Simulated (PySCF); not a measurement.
## Cr: ionisation energy

Cr [Ar] 3d5 4s1 (7S) → Cr⁺ [Ar] 3d5 (6S), as a difference of total energies. All numbers are calculated (PySCF 2.14, scalar relativity by spin-free X2C-1e, in jorge-DZP-DKH). Correlated levels: valence: [Ar] frozen. The calculations carry no spin-orbit coupling.

| method | ionisation energy (eV) |
| --- | --- |
| UHF | 5.946 |
| r2SCAN | 7.066 |
| MN15 | 6.491 |
| MP2 (valence) | 6.232 |
| SCS-MP2 (valence) | 6.041 |

Question: How much does correlation contribute at MP2 (valence)?

Answer: 6.232 − (5.946) = 0.286 eV, measured against UHF.

Errors of the correlated levels include the incompleteness of this basis and the frozen core.

For comparison: 6.767 eV (measured; NIST Atomic Spectra Database, ionization energies).
